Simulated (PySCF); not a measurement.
Compound: C4H13AlFN.
SMILES with atom numbers: `[CH3:1][N+:2]([CH3:3])([CH3:4])[AlH2-:5][CH2:6][F:7]` (hydrogens: H8, H9, H10 on C1; H11, H12, H13 on C3; H14, H15, H16 on C4; H17, H18 on Al5; H19, H20 on C6)

Cartesian coordinates in Å at the PBE0-D3(BJ)/def2-SVP level; atoms count from 1:
```xyz
20
C4H13AlFN angstrom
C     -0.358    0.413   -1.442
N     -0.642   -0.047   -0.078
C     -1.730   -1.031   -0.089
C     -0.986    1.084    0.790
Al     1.043   -1.012    0.684
C      2.449    0.420    0.690
F      3.617   -0.201    1.155
H      0.472    1.133   -1.426
H     -1.244    0.899   -1.886
H     -0.063   -0.444   -2.062
H     -2.657   -0.588   -0.495
H     -1.912   -1.385    0.934
H     -1.436   -1.891   -0.708
H     -1.909    1.582    0.443
H     -1.133    0.724    1.818
H     -0.166    1.815    0.791
H      1.209   -2.149   -0.440
H      0.466   -1.432    2.124
H      2.682    0.859   -0.301
H      2.241    1.279    1.358
```

Computed at PBE0/pcSseg-1 (PySCF, non-relativistic), with Q(14N) = 0.02044 b, Q(27Al) = 0.1466 b: N2, 14N (I = 1): χzz = -4.089 MHz, η = 0.015; Al5, 27Al (I = 5/2): χzz = 29.36 MHz, η = 0.021.

(1) Find the zero-field quadrupole resonance frequencies of 14N at N2.

(2) Find the zero-field quadrupole resonance frequencies of 27Al at Al5.

Results:

(1) From ν± = (3/4)|χ|(1 ± η/3) and ν0 = |χ|η/2: ν+ 3.082 MHz, ν− 3.052 MHz, ν0 0.030 MHz (nitrogen bonded to Al and 3 C).

(2) From the eigenvalues of H = χ/[4I(2I − 1)] × [3Iz² − I(I + 1) + η(Ix² − Iy²)], steps between neighbouring levels, labelled as for η = 0: ±1/2↔±3/2 4.407 MHz, ±3/2↔±5/2 8.809 MHz (aluminium bonded to C, N and 2 H).

In a crystal, neighbours and librations shift these lines. Isolated species at its PBE0-D3(BJ)/def2-SVP geometry (one conformer only). With so small a basis the couplings can be 20 % off.
